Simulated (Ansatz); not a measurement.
Reaction (redistribution): `[F][Ge]([Cl])([Cl])[Cl]` + `[CH3][GaH][CH3]` → `[CH3][Ge]([Cl])([Cl])[Cl]` + `[CH3][GaH][F]`

Isolated molecules relaxed with PBE0-D4/def2-TZVP in Ansatz; ΔE leaves out vibrations. CCSD(T)/CBS is the MP2 limit (def2-TZVPP, def2-QZVPP) plus CCSD(T) − MP2 in def2-TZVPP, frozen cores. DFT in def2-TZVPP. For Ga, Ge outer-core shells are correlated without core-valence functions, which leaves a few kJ/mol of doubt a bond. Scalar relativity is left out up to krypton.

| level | ΔE (kJ/mol) | difference from CCSD(T)/CBS |
| --- | --- | --- |
| revPBE-D4 | -74.5 | 1.2 |
| BLYP-D4 | -78.1 | -2.4 |
| B97M-V | -72.2 | 3.5 |
| CAM-B3LYP-D4 | -76.9 | -1.2 |
| ωB97M-V | -74.6 | 1.1 |
| PBE0 | -74.5 | 1.2 |
| HF/def2-TZVPP | -76.1 | -0.4 |
| MP2/def2-TZVPP | -77.6 | -1.9 |
| SCS-MP2/def2-TZVPP | -76.5 | -0.8 |
| MP2/def2-QZVPP | -78.4 | -2.7 |
| CCSD(T)/CBS | -75.7 | 0 |

Largest T1 diagnostic among the species: 0.013.

Leaving LDA and LC-ωPBE aside and taking each functional with its dispersion term where it has one, the values spread over 5.9 kJ/mol, from BLYP-D4 to B97M-V.
